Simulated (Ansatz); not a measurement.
All numbers were calculated with Ansatz.

CH3AuF3PS at its PBE0-D4/def2-TZVP geometry, where that method's forces vanish. The species carries charge 0 and has multiplicity 1. Au takes the def2 core potential. The bonds changed during the relaxation, so this is another structure than the one it started from.

| atom | x (Å) | y (Å) | z (Å) |
| --- | --- | --- | --- |
| C1 | -0.0055 | 0.2434 | 1.7961 |
| S2 | -0.1960 | -1.3329 | 0.9306 |
| Au3 | -2.3945 | -1.4741 | 0.5266 |
| P4 | 0.8565 | -0.2730 | -2.0883 |
| F5 | -0.6869 | -0.2683 | -2.4047 |
| F6 | 1.3151 | 0.3908 | -3.4494 |
| F7 | 0.8956 | 1.0509 | -1.2300 |
| H8 | -0.5399 | 0.2486 | 2.7440 |
| H9 | 1.0655 | 0.3286 | 1.9968 |
| H10 | -0.3098 | 1.0859 | 1.1783 |

Question: For each bond, give half the difference of the two atoms' forces along it (eV/Å; positive pushes the atoms apart) under PBE-D4, r2SCAN-D4, B3LYP-D4, ωB97M-V in def2-TZVPP. (An estimate is asked.)

Answer: The calculation gave: 
```csv
bond,length (Å),PBE-D4,r2SCAN-D4,B3LYP-D4,ωB97M-V
C1–S2,1.808,0.13,0.17,0.26,0.18
C1–H8,1.088,0.09,-0.04,-0.08,-0.07
C1–H9,1.093,0.15,0.00,-0.08,-0.11
C1–H10,1.088,0.09,-0.04,-0.09,-0.07
S2–Au3,2.240,-0.03,-0.25,0.28,0.14
P4–F5,1.575,0.73,0.17,0.27,0.18
P4–F6,1.582,0.74,0.15,0.26,0.09
P4–F7,1.578,0.77,0.20,0.29,0.14
```

B3LYP here is the variant with VWN-RPA as its local correlation; programs differ in this.
